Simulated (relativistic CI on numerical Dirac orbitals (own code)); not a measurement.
# Ir2+: N6,7 absorption edge

Computed with this model: Dirac-Coulomb-Breit CI, orbitals from a KLI potential per configuration, QED by a radiative potential, valence Slater integrals scaled by 0.9, multiplet model of core-to-valence dipole absorption; configurations [Xe] 4f14 5d7 → [Xe] 4f13 5d8; 300 K; Lorentzian 0.18 eV and Gaussian 0.3 eV FWHM. Energies are those of the free ion, without screening or charge transfer. The branching ratio is the share of the lower-energy edge in the whole absorption, uncertain by about 0.02 where the edges overlap. S is read from ⟨S²⟩ = S(S + 1).

Field parameters in Wybourne normalisation: D4h B²₀ = −7Ds, B⁴₀ = 21(Dq − Dt), B⁴₄ = 21√(5/14) Dq; Oh B⁴₀ = 21Dq, B⁴₄ = √(5/14) B⁴₀. The field is a parameter set, without covalency.

Computed curve for Oh, 10Dq = 16800 cm⁻¹, scaled to 100 at the maximum (points under 2 are left out and the grid is thinned):

```tsv
Energy (eV)	Intensity
57.8	2.2
57.9	2.8
58.0	3.8
58.1	5.7
58.3	16.2
58.4	27.2
58.5	41.5
58.6	54.1
58.7	60.2
58.8	58.6
59.0	33.4
59.1	21.1
59.2	15.8
59.3	17.4
59.4	27.0
59.5	47.2
59.6	76.5
59.8	97.6
59.9	70.6
60.0	41.2
60.1	24.4
60.2	18.6
60.3	17.2
60.5	13.5
60.6	12.2
60.7	12.3
60.8	13.2
60.9	14.0
61.0	14.4
61.1	14.1
61.3	11.6
61.4	11.3
61.5	11.8
61.6	12.4
61.7	13.6
61.8	15.5
61.9	16.6
62.1	12.4
62.2	9.8
62.3	8.8
62.4	9.5
62.5	12.5
62.6	17.4
62.8	24.4
62.9	22.4
63.0	18.2
63.1	13.4
63.2	8.9
63.3	6.2
63.4	5.4
63.6	6.2
63.7	6.0
63.8	5.2
63.9	4.3
64.0	3.6
64.1	3.3
64.3	3.4
64.4	3.2
64.5	2.8
64.6	2.2
```

The ground state has S = 0.93, and the centroid lies at 60.26 eV.
